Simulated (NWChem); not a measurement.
Molecule: SiF2, singlet; SMILES F[Si]F

Computed with NWChem. Pople sets run with spherical d functions. Low-valent species are run as closed-shell singlets; no triplet was tried in these runs. The geometry was optimised at B3LYP/6-31G* (spherical d). Static field.

```json
[
 {"level": "PBE/6-31G*", "basis functions": "46", "isotropic polarisability (bohr³)": "24.4", "anisotropy (bohr³)": "4.2"},
 {"level": "PBE/6-31+G*", "basis functions": "58", "isotropic polarisability (bohr³)": "28.2", "anisotropy (bohr³)": "3.4"},
 {"level": "PBE/def2-SVP", "basis functions": "46", "isotropic polarisability (bohr³)": "23.5", "anisotropy (bohr³)": "4.0"},
 {"level": "PBE/def2-SVPD", "basis functions": "70", "isotropic polarisability (bohr³)": "…", "anisotropy (bohr³)": "2.4"},
 {"level": "PBE/def2-TZVP", "basis functions": "99", "isotropic polarisability (bohr³)": "27.2", "anisotropy (bohr³)": "2.6"},
 {"level": "PBE/aug-cc-pVDZ", "basis functions": "73", "isotropic polarisability (bohr³)": "30.0", "anisotropy (bohr³)": "2.6"},
 {"level": "PBE/Sadlej pVTZ", "basis functions": "80", "isotropic polarisability (bohr³)": "30.3", "anisotropy (bohr³)": "2.1"},
 {"level": "PBE/def2-TZVPD", "basis functions": "123", "isotropic polarisability (bohr³)": "30.5", "anisotropy (bohr³)": "2.1"},
 {"level": "PBE/aug-cc-pVTZ", "basis functions": "142", "isotropic polarisability (bohr³)": "30.6", "anisotropy (bohr³)": "2.2"}
]
```

Q: Some entries are withheld; supply them.

A: 
- PBE/def2-SVPD, isotropic polarisability (bohr³): 29.5
